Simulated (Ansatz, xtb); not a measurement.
# A geometry optimisation of C2H3Te− with r2SCAN-D4/def2-SVPD

The starting geometry of this gas-phase triplet was built from a drawn formula by distance geometry and a force field; its bonds are those of `[CH]C[Te-]`.

```xyz
6

C    -0.6177    0.4213   -1.1255
C    -0.1060   -0.9688   -1.3673
Te    0.4358   -1.8874    0.5051
H    -1.5261    0.4316   -0.5104
H    -0.8888   -1.5514   -1.8512
H     0.7647   -0.9634   -2.0060
```

Question: Predict what becomes of its bonds when it is optimised with r2SCAN-D4/def2-SVPD.

Answer: It keeps its bonds, and is `[CH]C[Te-]`.

The energy falls by 0.32 eV over 9 steps:

```csv
step,E − E(last) (eV)
1,0.317
2,0.142
3,0.058
4,0.027
5,0.003
6,0.001
7,0.001
8,0.000
9,0.000
```

Final geometry (Å):

```xyz
6

C    -0.9033    0.2400   -1.2177
C    -0.1668   -0.9805   -1.4513
Te    0.3316   -1.8858    0.5682
H    -1.2611    0.6916   -0.2866
H    -0.7348   -1.7529   -1.9989
H     0.7962   -0.8306   -1.9689
```

From the same start GFN2-xTB ends elsewhere, in pieces: C2H3 + Te.

The end wasn't checked by frequencies. Open shells are spin-unrestricted. The triplet needn't be the ground state. Atoms past krypton carry core potentials, without spin–orbit terms. Run with Ansatz 0.2.0, 2.8 min on 1 thread of Intel(R) Xeon(R) Processor @ 2.50GHz (Skylake/Cascade Lake) (shared host).
